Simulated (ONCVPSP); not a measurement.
## Cs, ONCV: configuration errors across variants

ONCVPSP 4.0.1 input, shortened (lines: element, Z, core and valence counts, functional; n l f; lmax; l rc ep ncon nbas qcut; lloc lpopt rc5 dvloc0; l nproj debl; icmod fcfact rcfact), PBE, fully relativistic:

```
  Cs 55.00    9    3        4      upf
    1    0    2.00
    2    0    2.00
    2    1    6.00
    3    0    2.00
    3    1    6.00
    3    2   10.00
    4    0    2.00
    4    1    6.00
    4    2   10.00
    5    0    2.00
    5    1    6.00
    6    0    1.00
    2
    0    3.20    0.00    5    9    4.40
    1    2.60    0.00    5    9    6.60
    2    2.65    0.10    5    9    4.00
    4    5    1.95    1.00
    0    2    3.90
    1    2    0.60
    2    2    0.70
    3    2.75    1.45
```

Open shells are filled in proportion to 2j + 1.

In the d channel the program set the typed energies aside and used 0.050, 0.750 Ha (j = l + 1/2; the other j can differ).

All-electron excitation energies from the reference (eV): (1) 5s2 5p6 6s0 3.863; (2) 5s2 5p6 6s0.5 1.471; (3) 5s2 5p6 6s0 6p1 1.368; (4) 5s2 5p5 6s1 17.909.

Errors AE − PS in meV (a dash: test not solved or not reliable):

```tsv
change	(1)	(2)	(3)	(4)	bound ghosts	GHOST(+) flags above zero
base	-0.4	-0.1	-0.3	-4.4	none	s
core correction Teter function, fcfact 7.3, rcfact 1.45	-0.7	-0.1	-0.5	-13	none	s
d: qcut 2.5	-0.4	-0.1	-0.3	-4.4	none	s
d: qcut 4.8	-0.4	-0.1	-0.3	-4.4	none	s
```

Problem. Give the same row for: core correction none.

Solution. +0.1, 0.0, +0.1, +1.9; bound ghosts: none; GHOST(+) flags above zero: s.
